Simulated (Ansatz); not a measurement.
# Calibrating HF/def2-TZVPP on B-containing radicals

The atomisation energy (no zero-point term) in kJ/mol of 8 B-containing radicals: x at HF/def2-TZVPP, y at CCSD(T)/CBS estimate. Shapes, held fixed at every level: PBE0-D4/def2-TZVP. Flexible molecules stand in one conformer, not always the lowest. Programs: Ansatz 0.2.0.

| molecule | x (kJ/mol) | y (kJ/mol) |
| --- | --- | --- |
| B(CH3)(SiH3) | 2260 | 2882 |
| C2H6B (SMILES [BH]CC) | 2518 | 3219 |
| BH(CH2)(CH3) | 2623 | 3313 |
| B(CH2)(CH3)F | 2803 | 3572 |
| B(CH2)(CH3)(SH) | 2851 | 3693 |
| B(CH2)(CH3)(NH2) | 3192 | 4206 |
| C2H6BO2 (SMILES CO[B]OC) | 3200 | ? |
| C3H8B (SMILES C[B]CC) | 3500 | 4504 |

**Question.** Fit y = c + s·x to the known rows and predict y for C2H6BO2.

**Answer.** 
1. Means of the 7 rows: x = 2821.00, y = 3627.0.
2. Σ(Δx)² = 1045640, Σ(Δx·Δy) = 1417003, so the slope is 1417003/1045640 = 1.3552.
3. Intercept: 3627.0 − (1.3552) × 2821.00 = -196.0. The largest residual of the fit is 76.
4. C2H6BO2: -196.0 + 1.3552 × 3200 = 4141 kJ/mol.

CCSD(T)/CBS estimate gives 4336 kJ/mol, so the prediction is off by -195 kJ/mol, more than the largest residual. Uncorrected, HF/def2-TZVPP misses it by -1136 kJ/mol, and the other rows by 806 on average. The line removes about 80 % of this miss. Left out in turn, the other rows are missed by 52 kJ/mol on average, so the withheld one doesn't follow the line. Open shells run unrestricted. The CBS estimate extrapolates MP2 from def2-TZVPP and def2-QZVPP and adds CCSD(T) − MP2 in the triple-zeta set, cores frozen.
